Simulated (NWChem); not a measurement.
Molecule: CH5NOSi2; SMILES C(#N)O[SiH2][SiH3]

```xyz
10

N      1.1170    -2.6058    -0.2083
C      0.2429    -1.9086     0.1092
O     -0.7212    -1.1573     0.4797
Si    -1.0692     0.4230    -0.1391
Si     0.8355     1.7860     0.0417
H     -1.5205     0.2512    -1.5504
H     -2.2010     0.8632     0.7170
H      1.2531     1.8653     1.4724
H      1.9386     1.2293    -0.7937
H      0.4550     3.1448    -0.4519
```
Atoms are numbered in this order, from 1.

Structure relaxed at the PBE0/def2-SVP level.

Q: Give the principal values of the shielding tensors (ppm) of N1, C2, O3, Si4, Si5 from LDA (Slater exchange, VWN5)/pcSseg-1, GIAO (NWChem), with their diamagnetic and paramagnetic parts as GIAO splits them.

A: 
```
atom    σ11    σ22    σ33  isotropic  diamagnetic  paramagnetic
----  -----  -----  -----  ---------  -----------  ------------
N1    -71.6  -43.7  334.0       72.9        336.3        -263.4
C2    -47.8  -46.7  287.6       64.4        259.1        -194.8
O3    237.3  266.4  379.2      294.3        398.0        -103.6
Si4   190.3  278.2  420.8      296.4        880.8        -584.4
Si5   431.2  442.7  450.1      441.3        882.3        -441.0
```
